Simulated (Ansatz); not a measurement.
Consider the formal exchange of groups at the Si–C bond: `C[SiH]1C=CS1` + SiH₄ → `[SiH3][SiH]1C=CS1` + CH₄.

Isolated molecules relaxed with PBE0-D4/def2-TZVP in Ansatz; ΔE leaves out vibrations. CCSD(T)/CBS is the MP2 limit (def2-TZVPP, def2-QZVPP) plus CCSD(T) − MP2 in def2-TZVPP, frozen cores. This one scheme is used for every species. Functionals use def2-TZVPP. B3LYP here is the variant with VWN-RPA as its local correlation; programs differ in this.

```csv
level,ΔE (kcal/mol),difference from CCSD(T)/CBS
PBE-D4,-3.9,-3.1
r2SCAN-D4,-1.9,-1.1
PBE0-D4,-2.9,-2.1
B3LYP-D4,-1.6,-0.8
ωB97X-V,-0.5,0.3
ωB97M-V,0.7,1.5
B2PLYP,-0.4,0.4
PBE,-3.5,-2.7
r2SCAN,-1.8,-1.0
PBE0,-2.4,-1.6
B3LYP,-0.8,0.0
HF/def2-TZVPP,1.9,2.7
MP2/def2-TZVPP,0.4,1.2
SCS-MP2/def2-TZVPP,0.8,1.6
CCSD/def2-TZVPP,0.1,0.9
CCSD(T)/def2-TZVPP,-0.5,0.3
HF/def2-QZVPP,2.1,2.9
MP2/def2-QZVPP,0.2,1.0
SCS-MP2/def2-QZVPP,0.6,1.4
HF/CBS(def2),2.1,2.9
MP2/CBS(def2),0.0,0.8
CCSD/CBS(def2),-0.3,0.5
CCSD(T)/CBS,-0.8,0
```

Largest T1 diagnostic among the species: 0.014.

From PBE to PBE0 (25 % exact exchange), in def2-TZVPP and without D4, ΔE moves by +1.0 kcal/mol. The D4 term adds −0.7 kcal/mol with B3LYP and −0.4 kcal/mol with PBE0; it sums over pairs of atoms, weighted by their polarisabilities, and B3LYP, whose exchange is more repulsive, gets the larger term.
